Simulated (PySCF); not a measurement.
**Dipole moment and polarisability of `C=C(C=O)[SiH2]SC`**

Species: C4H8OSSi.
Numbering: `[CH2:1]=[C:2]([CH:3]=[O:4])[SiH2:5][S:6][CH3:7]` (hydrogens: H8, H9 on C1; H10 on C3; H11, H12 on Si5; H13, H14, H15 on C7)

Cartesian coordinates in Å at the GFN2-xTB level; atoms count from 1:
```
atom  x, y, z in Å
C1     1.0535   -0.8408   -2.1379
C2     0.8585   -0.3157   -0.9279
C3     1.5388    0.9186   -0.5467
O4     1.3481    1.4800    0.5054
Si5   -0.3253   -1.0066    0.3865
S6    -2.1249    0.1588    0.4711
C7    -1.6584    1.4870    1.6295
H8     0.5608   -1.7468   -2.4479
H9     1.7070   -0.3772   -2.8634
H10    2.2572    1.3223   -1.2865
H11   -0.7774   -2.3198   -0.0500
H12    0.3057   -0.9992    1.6980
H13   -1.5414    1.0667    2.6233
H14   -0.7353    1.9537    1.3028
H15   -2.4713    2.2053    1.6219
```

Level: CAM-B3LYP/def2-SVPD (PySCF), static field, nuclei fixed, core orbitals frozen in the response. The polarisability tensor in these axes (au):

```
x    95.72  -1.99 -14.84
y    -1.99  96.47  16.57
z   -14.84  16.57 105.33
```

**Question.** Give the principal values, the mean and the anisotropy Δα = √{½[(α1 − α2)² + (α2 − α3)² + (α1 − α3)²]}.

**Answer.** Principal values 79.18, 94.08 and 124.26 au; mean 99.17 au = 14.70 Å³ = 16.35 × 10⁻⁴⁰ C²·m²/J; Δα = 39.78 au (40 % of the mean).

**Question.** What is the dipole moment, and where does it point?

**Answer.** (1.58, -0.99, -1.90) D, 2.67 D in size, pointing from the negative to the positive side. Measured along this direction, the outermost atoms are H15 at the negative end and H9 at the positive end.

**Question.** What molar refraction does this α imply?

**Answer.** Lorentz–Lorenz: R = (4π/3)N_A α = 2.5225 cm³/(mol·Å³) × 14.70 Å³ = 37.1 cm³/mol, in the limit of long wavelengths.

**Question.** Give the eigenvalues of the traceless quadrupole moment Θ = ½Σq(3rr − r²1), origin at the centre of nuclear charge.

**Answer.** -11.93, -1.01, 12.95 D·Å. The values depend on the origin, since the dipole doesn't vanish. The electronic extent ⟨r²⟩ about the same centre is 1222 bohr², a root-mean-square distance of 2.21 Å for the 70 electrons.

**Question.** Find the Langevin capture rate constant for H3O+ (19.018 u) meeting this molecule (132.007 u), k = 2.342 × 10⁻⁹ cm³/s × √(α in Å³ / reduced mass in u).

**Answer.** The reduced mass is 16.62 u, so k = 2.20 × 10⁻⁹ cm³/s. The formula leaves out the permanent dipole, which adds to the capture rate.

Isolated species at its GFN2-xTB geometry (one conformer only).
